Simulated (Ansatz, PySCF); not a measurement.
SiBr₂, SMILES Br[Si]Br (connectivity only; charge and spin as stated), neutral, multiplicity 1.

Geometry optimised at PBE0-D3(BJ)/def2-TZVP. The isomer is the one that the SMILES or the coordinates give; other isomers of the formula were not compared.

Vertical ionisation energy (IE) and electron affinity (EA) in eV. Rows of orbital energies are one-electron estimates. Where ΔSCF, EOM or ADC give a negative EA the extra electron is unbound and the value depends on the basis.

```tsv
level	IE	EA
−ε(HOMO), −ε(LUMO), PBE0/def2-TZVPD (PySCF)	7.57	3.11
−ε(HOMO), −ε(LUMO), PBE/def2-TZVPD (PySCF)	…	…
ADC(2)/aug-cc-pVDZ (PySCF)	9.30	1.44
ΔSCF, ωB97X-V/def2-SVPD (Ansatz), final states of multiplicity 2 and 2	9.78	1.32
ΔSCF, PBE/def2-SVPD (Ansatz), final states of multiplicity 2 and 2	9.45	1.21
```

Complete the blanks. (The exact figures need the calculation; the answer reports its results.)


- −ε(HOMO), −ε(LUMO), PBE/def2-TZVPD (PySCF), IE: 6.52
- −ε(HOMO), −ε(LUMO), PBE/def2-TZVPD (PySCF), EA: 3.83

What vertical singlet–triplet gap does ΔSCF give with ωB97X-V/def2-SVPD (Ansatz, a quantum-chemistry and plane-wave program) and with PBE/def2-SVPD (Ansatz)? (An estimate is asked for; the answer gives what the named calculation found.)

2.25 and 2.14 eV (triplet above singlet where positive).

Beyond the first one, list the lowest photoelectron lines from PySCF 2.14.0 with ADC(2)/aug-cc-pVDZ with their pole strengths (two spins summed). (Estimate from the structure and the level; the computed values follow.)

10.18 eV (1.79), 10.69 eV (1.79), 11.59 eV (1.79), 11.76 eV (1.77), 12.79 eV (1.78).
